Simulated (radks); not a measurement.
The numbers below are computed, except where a source is named.
Nb5+, configuration [Kr]. Level of theory: Dirac Kohn-Sham, PBE, spin-unpolarised, spherical densities, point nucleus (a radial shooting solver on a logarithmic mesh with Libxc functionals).

Normalised radial functions P(r) = r R(r) (large component), r in bohr:

```
   r/bohr * 4s1/2, o 4p1/2 (the largest magnitude, 1.08, reaches the edge; | marks zero, & curves that meet)
 0.001802                             o*
 0.002327                             o *
 0.003006                             o *
 0.003883                             o  *
 0.005056                             o  *
 0.006531                             o   *
 0.008437                             |o   *
   0.0109                             |o   *
  0.01408                             |o    *
  0.01819                             | o   *
  0.02349                             |  o *
  0.03035                             |   &
   0.0392                             | *   o
  0.05063                            *|      o
  0.06541                        *    |       o
  0.08517                     *       |        o
     0.11                   *         |      o
   0.1421                      *      |  o
   0.1836                          o  *
   0.2371                   o         |       *
   0.3063               o             |             *
   0.3957                  o          |            *
   0.5111                           o | *
   0.6603                *            |          o
   0.8529    *                        |                     o
    1.111  *                          |                         o
    1.435         *                   |                    o
    1.853                   *         |            o
    2.394                          *  |    o
    3.092                            *|o
    3.994                             &
```

4s1/2: eigenvalue -119.09 eV, 3 radial nodes at r = 0.0458, 0.185, 0.530 bohr, <r> = 1.12 bohr, 90 % of the charge inside 1.62 bohr. 4p1/2: eigenvalue -95.598 eV, 2 radial nodes at r = 0.162, 0.533 bohr, <r> = 1.21 bohr, 90 % of the charge inside 1.77 bohr.
